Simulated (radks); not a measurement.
Values are calculated unless marked as measured or tabulated.
Ionisation of C+, [He] 2s2 2p1, to C2+, [He] 2s2, under several functionals. Non-relativistic Kohn-Sham, spin-polarised, spherical densities, point nucleus; open shells are filled with parallel spins first; a radial shooting solver on a logarithmic mesh with Libxc functionals.

| functional | E(C+) (hartree) | Exc (hartree) | IE (eV) | -e(HOMO) (eV) | <r> HOMO (bohr) | IE error (eV) |
|---|---|---|---|---|---|---|
| BLYP | -37.41826 | -4.83305 | 24.598 | 17.681 | 1.482 | +0.215 |
| PW91 | -37.39476 | -4.80854 | 24.671 | 17.814 | 1.485 | +0.288 |
| BP86 | -37.41249 | -4.82759 | 24.628 | 17.786 | 1.483 | +0.245 |
| MS2 meta-GGA | -37.42542 | -4.84436 | 24.347 | 17.630 | 1.493 | -0.036 |
| RPBE | -37.42959 | -4.84549 | 24.514 | 17.681 | 1.492 | +0.131 |
| r2SCAN | -37.38111 | -4.79573 | 24.322 | 17.767 | 1.488 | -0.061 |
| SOGGA | -37.16428 | -4.56428 | 24.354 | 17.552 | 1.489 | -0.029 |
| LDA (Slater exchange, Perdew-Wang correlation) | -37.03599 | -4.42435 | 24.682 | 17.822 | 1.479 | +0.299 |

NIST Atomic Spectra Database: 24.383 eV (measured). Closest: SOGGA. The Delta-SCF values span 0.36 eV, the total energies 0.39 hartree. The highest occupied level is 2p. Open shells are spherical and high-spin; term and fine-structure splittings are not resolved.
